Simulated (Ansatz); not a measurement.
Consider the isomerisation: `OC[SiH2]P` → `CO[SiH2]P`.

Program: Ansatz. Geometries: PBE0-D4/def2-TZVP. ΔE: electronic, gas phase. CCSD(T)/CBS adds triple-zeta CCSD(T) − MP2 to the extrapolated MP2 energy (def2 sets, frozen cores). DFT in def2-TZVPP. B3LYP here is the variant with VWN-RPA as its local correlation; programs differ in this. Each species was taken in one conformer, which may not be the lowest.

`OC[SiH2]P`:

Cartesian coordinates in Å:
```
O 0.286 -1.772 -0.553
C 0.632 -0.964 0.560
Si 0.576 0.892 0.179
P -1.398 1.541 -0.707
H -0.588 -1.510 -0.854
H 0.004 -1.186 1.435
H 1.655 -1.238 0.835
H 0.783 1.669 1.432
H 1.626 1.262 -0.806
H -1.395 0.538 -1.717
H -2.182 0.767 0.194
```

`CO[SiH2]P`:

Z-matrix (Å, degrees):
```
C
O 1 1.410
H 1 1.096 2 111.6
H 1 1.091 2 108.1 3 119.4
H 1 1.096 2 111.3 3 -121.4
Si 2 1.642 1 123.0 3 60.2
P 6 2.257 2 110.6 1 -61.6
H 6 1.482 2 105.4 1 174.8
H 6 1.492 2 110.9 1 55.5
H 7 1.420 6 94.4 2 -86.4
H 7 1.421 6 91.9 2 179.6
```

Problem. Is it downhill or uphill in electronic energy at CCSD(T)/CBS, and by how much? (Estimate.)

Solution. Computed: Downhill: ΔE = -25.3 kcal/mol.

Problem. What do these levels give: ωB97X-V, B2PLYP, PBE, r2SCAN, PBE0, B3LYP, MP2/def2-TZVPP, SCS-MP2/def2-TZVPP, CCSD/def2-TZVPP, CCSD(T)/def2-TZVPP, HF/def2-QZVPP, CCSD/CBS(def2)? (An estimate is asked.)

Solution. The calculation gave: ωB97X-V -25.2, B2PLYP -26.3, PBE -22.0, r2SCAN -24.8, PBE0 -23.3, B3LYP -25.9, MP2/def2-TZVPP -26.1, SCS-MP2/def2-TZVPP -26.9, CCSD/def2-TZVPP -26.0, CCSD(T)/def2-TZVPP -25.3, HF/def2-QZVPP -30.4, CCSD/CBS(def2) -25.9 kcal/mol.

Largest T1 diagnostic among the species: 0.013.

In def2-TZVPP, CCSD(T) changes the Hartree–Fock value by +4.7 kcal/mol (the triples alone add +0.6 kcal/mol) and MP2 by +4.0 kcal/mol. From PBE to PBE0 (25 % exact exchange), in def2-TZVPP and without D4, ΔE moves by −1.3 kcal/mol.
